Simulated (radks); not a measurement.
Q: The mean radii <r> (bohr) of the occupied orbitals of an atom or ion are listed with their occupations. All-electron calculation, scalar-relativistic Kohn-Sham, LDA (Slater exchange, Perdew-Wang correlation), spin-polarised, spherical densities, finite nucleus; Fermi nuclear charge, rms radius of each element as measured or else 0.836 A^(1/3) + 0.57 fm. Program: a radial shooting solver on a logarithmic mesh with Libxc functionals.

orbital  occ.      <r>
1s          2  0.05038
2s          2   0.2266
2p          6   0.1985
3s          2   0.6823
3p          6   0.7141
3d         10   0.9119
4s          2    2.630

Name the element and its charge. Open shells, if any, are filled with parallel spins first.

A: Z = 30, zinc, charge 0: Zn in [Ar] 3d10 4s2. The 1s radius gives Z: for a bare nucleus <r> = (2 gamma + 1)/(2Z) with gamma = sqrt(1 - (Z/c)^2), 0.04919 bohr for Z = 30, and screening makes it slightly larger (0.05038 here). The occupations add up to 30, and the charge is Z minus that.
